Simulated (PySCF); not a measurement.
## How far are cheaper levels from CCSD(T)/CBS for Br₂⁻?

PySCF; the state is a doublet (σ ↑). The composite is CCSD(T) extrapolated to the basis-set limit from two correlation-consistent sets, with core-valence (CV) and scalar-relativistic (SR) terms as its label shows; it has no spin–orbit coupling and nothing beyond (T). Here it is CCSD(T)/CBS(DT). It gives Re = 2.833 Å, ωe = 162 cm⁻¹ and De = 1.26 eV to Br + Br⁻.

```
    level           basis                           relativity  Re (Å)  ωe (cm⁻¹)  De (eV)
  UHF-MP2     def2-TZVPPD                        no relativity   2.822        165     1.26
      PBE     def2-TZVPPD                        no relativity   2.943        124     1.67
   PBEsol     def2-TZVPPD                        no relativity   2.875        137     1.80
   r²SCAN     def2-TZVPPD                        no relativity   2.924        131     1.59
    B3LYP     def2-TZVPPD                        no relativity   2.966        125     1.45
     PBE0  aug-cc-pVDZ-PP  scalar-relativistic core potentials   2.896        139     1.50
     PBE0     def2-TZVPPD                        no relativity   2.883        142     1.48
      M06     def2-TZVPPD                        no relativity   2.968        121     1.44
BHandHLYP     def2-TZVPPD                        no relativity   2.905        144     1.23
   M06-2X     def2-TZVPPD                        no relativity   2.869        154     1.28
```

Give the difference of each row from the composite.



```json
{"level": "UHF-MP2", "basis": "def2-TZVPPD", "ΔRe (pm)": "-1.1", "Δωe (%)": "+1.9", "ΔDe (eV)": "+0.00"}
{"level": "PBE", "basis": "def2-TZVPPD", "ΔRe (pm)": "+11.0", "Δωe (%)": "-23.5", "ΔDe (eV)": "+0.41"}
{"level": "PBEsol", "basis": "def2-TZVPPD", "ΔRe (pm)": "+4.2", "Δωe (%)": "-15.4", "ΔDe (eV)": "+0.54"}
{"level": "r²SCAN", "basis": "def2-TZVPPD", "ΔRe (pm)": "+9.1", "Δωe (%)": "-19.1", "ΔDe (eV)": "+0.33"}
{"level": "B3LYP", "basis": "def2-TZVPPD", "ΔRe (pm)": "+13.3", "Δωe (%)": "-22.8", "ΔDe (eV)": "+0.19"}
{"level": "PBE0", "basis": "aug-cc-pVDZ-PP", "ΔRe (pm)": "+6.3", "Δωe (%)": "-14.2", "ΔDe (eV)": "+0.24"}
{"level": "PBE0", "basis": "def2-TZVPPD", "ΔRe (pm)": "+5.0", "Δωe (%)": "-12.3", "ΔDe (eV)": "+0.22"}
{"level": "M06", "basis": "def2-TZVPPD", "ΔRe (pm)": "+13.5", "Δωe (%)": "-25.3", "ΔDe (eV)": "+0.18"}
{"level": "BHandHLYP", "basis": "def2-TZVPPD", "ΔRe (pm)": "+7.2", "Δωe (%)": "-11.1", "ΔDe (eV)": "-0.03"}
{"level": "M06-2X", "basis": "def2-TZVPPD", "ΔRe (pm)": "+3.6", "Δωe (%)": "-4.9", "ΔDe (eV)": "+0.02"}
```

Which rows come closest in De?

UHF-MP2 in def2-TZVPPD (+0.00 eV), counted from the composite.

Correlated steps freeze 18 core orbitals. Spin–orbit coupling is left out. The state is the lowest determinant that a PBE0 search found; another state may lie lower at other levels.
